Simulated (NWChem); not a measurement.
# GaNH4O2; SMILES [NH2][Ga]([OH])[OH]

```xyz
8

Ga     0.0242    -0.0218     0.0180
O     -1.3176    -1.1974    -0.0080
H     -2.1962    -0.8069    -0.0269
O      1.6665    -0.6978    -0.0549
H      1.6701    -1.6582    -0.1159
N     -0.1804     1.7709     0.0425
H      0.6182     2.3757     0.1901
H     -1.0471     2.2276     0.2939
```
Atoms are numbered in this order, from 1.

Computed with NWChem. The geometry was optimised at PBE0/def2-SVP. GIAO values for the isolated, static molecule; σ is the absolute isotropic shielding, δ = σ(reference) − σ with the isolated reference molecule computed at the same levels (1H: tetramethylsilane, 15N: ammonia, 17O: water).

### Question
What does the run give for PBE/pcSseg-1? Quantities: σ Ga1 (ppm); δ O2 (ppm); δ H3 (ppm); δ O4 (ppm); δ H5 (ppm); δ N6 (ppm); δ H8 (ppm).

### Answer
- σ Ga1 (ppm): 1342.1
- δ O2 (ppm): 44.1
- δ H3 (ppm): 1.28
- δ O4 (ppm): 34.8
- δ H5 (ppm): 1.27
- δ N6 (ppm): 15.5
- δ H8 (ppm): 0.37
